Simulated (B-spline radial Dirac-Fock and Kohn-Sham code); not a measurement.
Dipole and non-dipole photoemission parameters of Pr 3s

System: the free praseodymium atom in the configuration [Xe] 4f3 6s2; threshold 1511.0 eV (tabulated edge). Level of theory: Dirac-Hartree-Slater photoionisation with a Latter tail; cross sections with all multipoles, angular parameters from the dipole term and its interference with E2; a radial atomic solver.

For linearly polarised light dσ/dΩ = σ/(4π) [1 + β P₂(cos θ) + (δ + γ cos²θ) sin θ cos φ], with θ from the polarisation vector and φ the angle between the beam and the projection of the electron momentum on the plane normal to the polarisation.

| hν (eV) | σ (kb) | β | γ |
| --- | --- | --- | --- |
| 2000 | 38.1 | 1.972 | 0.620 |
| 2200 | 33.1 | 1.974 | 0.493 |
| 2230 | ? | ? | ? |
| 2320 | 30.5 | 1.975 | 0.429 |
| 2780 | 22.9 | 1.978 | 0.238 |
| 4000 | 12.3 | 1.981 | -0.030 |
| 5414.7 | 7.08 | 1.983 | -0.126 |
| 6590 | 4.86 | 1.984 | -0.116 |
| 7900 | 3.40 | 1.984 | -0.058 |
| 8047.8 | 3.28 | 1.984 | -0.049 |
| 8360 | 3.04 | 1.984 | -0.030 |
| 11200 | 1.68 | 1.984 | 0.191 |
| 12700 | 1.29 | 1.984 | 0.330 |
| 15000 | 0.903 | 1.984 | 0.549 |

Problem. Give the values at 2230 eV.

Solution. σ = 32.4 kb, β = 1.975, γ = 0.476. For an s subshell δ is negligible.

Values without a named source are computed, but for edge energies of neutral atoms, which are taken from tables.
